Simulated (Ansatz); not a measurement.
Te₂Mo, relaxed as a singlet with RKS B3LYP-D4/def2-TZVP in Ansatz, starting from the GFN1-xTB geometry. Force threshold 0.02 eV/Å.

In the def2 sets Mo, Te take a core potential; there is no spin–orbit coupling. The restricted singlet is unstable towards broken spin symmetry in Hartree–Fock (as tested in another run); at B3LYP-D4/def2-TZVP this wasn't settled. Another isomer (triplet) lies 2.23 eV lower at PBE0-D4/def2-TZVP; other spin states weren't run for this one.

Start:

Cartesian coordinates in Å:
```
Mo 0.4504 1.3335 0.4035
Te -0.8428 -0.1237 -1.3048
Te 0.3924 -1.2098 0.9013
```

Problem. Estimate the energy that the relaxation releases and the steps that it takes.

Solution. 0.1 kJ/mol, in 3 steps; 6 s on 4 threads of Arm Neoverse V2 on a shared host. No frequencies were taken in this run, so the end may be a saddle point.

Problem. Does the start keep its bonding and symmetry?

Solution. By distances, no bond broke or formed. The bond that changes most is Mo1–Te3, from 2.59 to 2.58 Å (atoms count from 1). Point group C2v at the start, C2v at the end, both within 0.05 Å.

Problem. Predict the relaxed structure.

Solution. 
Cartesian coordinates in Å:
```
Mo 0.448 1.326 0.401
Te -0.843 -0.119 -1.307
Te 0.395 -1.207 0.905
```
Bond lengths: 2 × Mo–Te 2.58 Å; 1 × Te–Te 2.76 Å.
